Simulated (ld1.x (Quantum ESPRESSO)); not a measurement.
Results of a calculation; reference values are marked as such.
Pseudopotentials across the periodic table

Generated with ld1.x 7.5 (TM, RRKJ, ultrasoft, PAW), atompaw 4.2 or ONCVPSP 4.0.1. The cutoff is in Ry: for ld1.x and atompaw files where the sum of valence levels is converged to 10 mRy in a Bessel basis, for ONCV files where the hardest occupied wave has 1 mHa per electron of residual kinetic energy. The error is the largest all-electron minus pseudo excitation energy over each file’s own four to seven test configurations (ionisations up to +4, promotions, holes and added fractions of an electron), all of which were solved. The labels leave out finer settings (local radius, basis sizes, second energies), which also bear on the numbers. Spin-polarised tests are not counted. The rows are a selection from randomly drawn settings: files with unsolved tests, undetermined cutoffs or missed reference levels are left out.

A true bound ghost makes a file unfit for plane-wave use even where its test errors are small: the radial tests pick states by their node count and pass the ghost by.

| element | potential | cutoff (Ry) | largest error (meV) | bound ghosts |
| --- | --- | --- | --- | --- |
| Li | TM semilocal, revPBE, scalar-relativistic, rc 1.95/4.20/3.50 (spd), local p, core correction no, reference 2s0.5 2p0.5 | 6 | +3.7 | none |
| F | PAW, LDA (PZ), scalar-relativistic, rc 0.55/1.30 (sp), local smoothed, core correction yes, reference 2s2 2p5 | 120 | +87 | none |
| Si | TM, PBE, scalar-relativistic, rc 1.95/1.85/2.00 (spd), local p, core correction no, reference 3s2 3p2 | 15 | +69 | none |
| Ni | RRKJ, PBE, fully relativistic, rc 2.20/3.35/1.05 (spd), local smoothed, core correction no, reference 3d8 4s2 4p0 | 160 | -237 | none |
| Rh | PAW, PBE, scalar-relativistic, rc 1.40/2.35/1.85 (spd), local smoothed, core correction yes, reference 4s2 4p6 4d8 5s1 5p0 | 35 | -22 | none |
| Hf | TM semilocal, PBE, scalar-relativistic, rc 1.50/1.70/3.00 (spd), local s, core correction no, reference 5s2 5p6 5d2 6s0 6p0 | 70 | +1017 | none |
| Pb | TM, PBEsol, scalar-relativistic, rc 1.65/2.50/1.35 (spd), local smoothed, core correction yes, reference 5d10 6s2 6p0.5 | 80 | -208 | none |

(1) Fill in the row for Ne: RRKJ, PBE, scalar-relativistic, rc 0.70/1.20 (sp), local smoothed, core correction yes, reference 2s2 2p5.75.

(2) Fill in the row for Cd: PAW, PBE, scalar-relativistic, rc 2.30/2.50/1.25 (spd), local smoothed, core correction yes, reference 4d10 5s2 5p0.

Answers

(1) cutoff 200 Ry, largest error +1834 meV, bound ghosts: none.

(2) cutoff 70 Ry, largest error -129 meV, bound ghosts: s.
